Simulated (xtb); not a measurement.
C5H12Si, SMILES C[C@@H]1C[C@@]1(C)[SiH3]. All values are semi-empirical tight-binding results from xtb (GFN2-xTB unless named), good for trends rather than for accurate numbers. Geometry: GFN2-xTB. The structure was generated by enumeration; whether it is a known compound was not checked.

Optimised geometry:

Bonds (Å): C1–C2 1.509, C1–H7 1.086, C1–H8 1.089, C1–H9 1.089, C2–C3 1.495, C2–C4 1.511, C2–H10 1.086, C3–C4 1.508, C3–H11 1.080, C3–H12 1.081, C4–C5 1.514, C4–Si6 1.889, C5–H13 1.089, C5–H14 1.088, C5–H15 1.090, Si6–H16 1.464, Si6–H17 1.465, Si6–H18 1.465. Angles (°): C2–C1–H7 111.6, C2–C1–H8 110.0, C2–C1–H9 110.5, H7–C1–H8 108.0, H7–C1–H9 108.4, H8–C1–H9 108.2, C1–C2–C3 121.3, C1–C2–C4 122.5, C1–C2–H10 112.2, C3–C2–C4 60.2, C3–C2–H10 115.9, C4–C2–H10 115.7, C2–C3–C4 60.4, C2–C3–H11 118.9, C2–C3–H12 117.7, C4–C3–H11 119.4, C4–C3–H12 117.5, H11–C3–H12 113.3, C2–C4–C3 59.4, C2–C4–C5 119.1, C2–C4–Si6 117.5, C3–C4–C5 117.6, C3–C4–Si6 118.2, C5–C4–Si6 114.3, C4–C5–H13 110.5, C4–C5–H14 112.1, C4–C5–H15 110.1, H13–C5–H14 108.3, H13–C5–H15 107.9, H14–C5–H15 107.8, C4–Si6–H16 109.2, C4–Si6–H17 109.3, C4–Si6–H18 109.1, H16–Si6–H17 109.7, H16–Si6–H18 109.7, H17–Si6–H18 109.8.

### Question
Estimate the properties. (An estimate is asked for; the answer gives what the named calculation found.)

### Answer

| Quantity | Value |
|---|---|
| orbital gap | 5.55 eV |
| dipole moment | 0.46 D |
| zero-point energy | 93.9 kcal/mol |
| G − E(el) at 298.15 K (modified RRHO) | 73.4 kcal/mol |
| static polarisability (D4 model) | 86.4 bohr³ |
| solvation energy, GFN2-xTB/ALPB(water) | 0.0 kcal/mol |
| solvation energy, GFN2-xTB/ALPB(hexane) | -3.8 kcal/mol |

### Question
Give the atomic charges and the Wiberg bond orders between heavy atoms. (An estimate is asked for; the answer gives what the named calculation found.)

### Answer
charges (e) C1 -0.10, C2 -0.02, C3 -0.07, C4 -0.09, C5 -0.10, Si6 0.45, H7 0.04, H8 0.03, H9 0.03, H10 0.01, H11 0.01, H12 0.03, H13 0.03, H14 0.03, H15 0.02, H16 -0.10, H17 -0.10, H18 -0.10. Bond orders C1–C2 1.02, C2–C3 0.98, C2–C4 0.95, C3–C4 0.96, C4–C5 1.03, C4–Si6 0.88.
